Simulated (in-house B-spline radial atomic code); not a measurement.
The numbers below are computed, except where a source is named.
## Correlation energy from the adiabatic connection: −Z/r, Z = 1.99, wall at 4.74 bohr

Two electrons in a singlet, external potential −Z/r, Z = 1.99, wall at 4.74 bohr (atomic units). Full CI in B-splines (partial waves to l = 8, correlation up to 0.6 % small) with the density held fixed gives W(λ) = <V_ee>_λ − U, and E_c is the integral of W(λ) − W(0) from 0 to 1.

```
   λ  W(λ) − W(0) (hartree)
   0                0.00000
0.02               -0.00192
0.05               -0.00477
0.12               -0.01127
0.25               -0.02282
 0.4               -0.03536
 0.6               -0.05090
 0.8               -0.06523
   1               -0.07848
```

Integrate the table by the trapezoid rule.

The strips give -0.00002, -0.00010, -0.00056, -0.00222, -0.00436, -0.00863, -0.01161, -0.01437, which sum to -0.04187 hartree. The direct value, W(1) − W(0) + T_c with T_c = 0.03653, is -0.04194; the curve is convex, so chords lie above it and the trapezoids fall short in size by 0.18 %.

Now use only three numbers: W(0) = -1.0203, the initial slope W'(0) = -0.09645 (extrapolated from the first points) and the strong-coupling limit of the point-charge-plus-continuum model, W∞ = -1.4492. What do second-order theory and the interpolation W(λ) = W∞ + (W(0) − W∞)/√(1 + 2χλ) of Seidl, Perdew and Levy give?

Second order keeps the slope alone: E_c = W'(0)/2 = -0.04822, +15 % in size against -0.04194. Matching the slope fixes χ = W'(0)/(W∞ − W(0)) = -0.09645/(-0.42890) = 0.22488. Integrating, with s = √(1 + 2χ) = 1.204058, E_c = −(W(0) − W∞)(s − 1)/(s + 1) = −0.42890 × 0.204058/2.204058 = -0.03971 hartree, -5.3 % in size against the full result. At λ = 1 the formula gives W − W(0) = -0.07269 against -0.07848. Part of the miss can come from the model's W∞.
